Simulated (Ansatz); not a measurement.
Program: Ansatz. Geometries: PBE0-D4/def2-TZVP. ΔE: electronic, gas phase. CCSD(T)/CBS is the MP2 limit (def2-TZVPP, def2-QZVPP) plus CCSD(T) − MP2 in def2-TZVPP, frozen cores. DFT in def2-TZVPP. Elements past krypton have def2 core potentials. For Nb, Ta outer-core shells are correlated without core-valence functions, which leaves a few kJ/mol of doubt a bond. One conformer a species, not always the lowest.

Consider the redistribution: `[NH]=[Ta]([NH2])([Cl])[Cl]` + `[NH]=[Nb]([NH2])([Cl])[Cl]` → `[NH]=[Ta]([NH2])([NH2])[Cl]` + `[NH]=[Nb]([Cl])([Cl])[Cl]`.

| level | ΔE (eV) |
| --- | --- |
| BHLYP | 0.23 |
| HF/def2-SVP | 0.30 |
| SCS-MP2/def2-TZVPP | 0.23 |
| MP2/CBS(def2) | 0.22 |

(1) What does CCSD(T)/CBS give? (An estimate is asked.)

Largest T1 diagnostic among the species: 0.020.

## Answers

(1) Ansatz gave: +0.23 eV. The listed levels differ from it by 0.00, 0.07, 0.00, -0.01 eV.

Leaving LDA and LC-ωPBE aside and taking each functional with its dispersion term where it has one, the values, not all of them listed here, spread over 0.03 eV, from BLYP-D4 to ωB97X-V. At CCSD(T), def2-SVP lies +0.05 eV from the extrapolated value and def2-TZVPP +0.00 eV.
